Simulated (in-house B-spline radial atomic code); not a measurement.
F²⁺ is squeezed into an impenetrable sphere of radius R (the orbitals vanish at R). Level of theory: scalar-relativistic (X2C) Hartree-Fock, spin-polarised, averaged over the determinants with the given up and down occupations, Fermi nucleus of rms radius 2.8976 fm; calculated with a B-spline radial code for spherical atoms.

Energies in eV above the free ion in [He] 2s2 2p3:

```tsv
R (bohr)	highest level (eV)	[He] 2s2 2p3	[He] 2s1 2p4
9.73	-63.9	0	19
6.02	-63.9	0	19
5.02	-63.9	0.000277	19
4.05	-63.9	0.01061	19.01
3.36	-63.7	0.1321	19.18
3.09	-63.6	0.3457	19.45
2.64	-62.7	1.657	20.97
2.11	-58.7	9.92	29.75
1.61	-44.5	51.9	71.64
1.34	-23.2	128.4	145.2
```

(1) Does [He] 2s1 2p4 fall below [He] 2s2 2p3 under compression?

Results:

(1) No, it stays above over the whole range.
